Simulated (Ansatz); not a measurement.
Input and output for H$_{3}$HfIO$_{3}$ (`[OH][Hf]([OH])([OH])[I]`).

```yaml
crystal:
  periodic: [false, false, false]
  atoms:
    - {symbol: O, position_ang: [-1.096967, 1.131186, 0.951729]}
    - {symbol: Hf, position_ang: [0.045041, 0.150345, -0.227008]}
    - {symbol: O, position_ang: [1.717979, -0.201754, 0.629044]}
    - {symbol: O, position_ang: [-0.791245, -1.495118, -0.725720]}
    - {symbol: I, position_ang: [0.496306, 1.652466, -2.496796]}
    - {symbol: H, position_ang: [-1.868172, 1.369407, 1.455924]}
    - {symbol: H, position_ang: [2.410683, -0.178475, 1.281233]}
    - {symbol: H, position_ang: [-0.913634, -2.428066, -0.868407]}
basis:
  gaussian: {orbitals: def2-TZVP}
hamiltonian: {xc: {name: r2SCANh}, dispersion: d4}
scf: {lower_state_search: full}
scf: {max_iter: 3}
```

```sh
$ ansatz run in.yaml --threads 4 --pin off --events-out ev --progress --plain --max-ram 10444MiB
```

Shortened log:

```
Error: YAML parse error: error: line 16 column 1: duplicate mapping key: scf, set DuplicateKeyPolicy in Options if acceptable
14 | hamiltonian: {xc: {name: r2SCANh}, dispersion: d4}
15 | scf: {lower_state_search: full}
16 | scf: {max_iter: 3}
```
